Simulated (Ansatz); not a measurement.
Molecule: GaI₂ (charge 0, doublet). It need not be the lowest isomer of its formula. 
Structure (B3LYP-D3(BJ)/def2-TZVP (Ansatz, a first-principles code) minimum search):
SMILES: [I][Ga][I]
```xyz
3

Ga     0.8416     0.3935     0.2756
I     -0.5703     1.5785    -1.5088
I      0.0780    -1.8087     1.3476
```
Charge 0, spin multiplicity 2.

Basis-set convergence of Hartree-Fock and CCSD correlation energies (hartree) with Ansatz. Cores are frozen in the correlated levels unless marked. UHF or UKS for open shells. Spin-orbit coupling is left out. Frozen are the shells of the preceding noble gas and the d and f shells that filled before the atom's block. Past Kr the def2 sets carry scalar-relativistic core potentials.

```csv
basis,functions,E(HF),"E(corr, CCSD)"
def2-SVP,84,-2516.40662,-0.25671
def2-TZVPP,148,(withheld),(withheld)
```

Q: Fill in the missing entries.

A: 
- def2-TZVPP, E(HF): -2516.67464
- def2-TZVPP, E(corr, CCSD): -0.35122
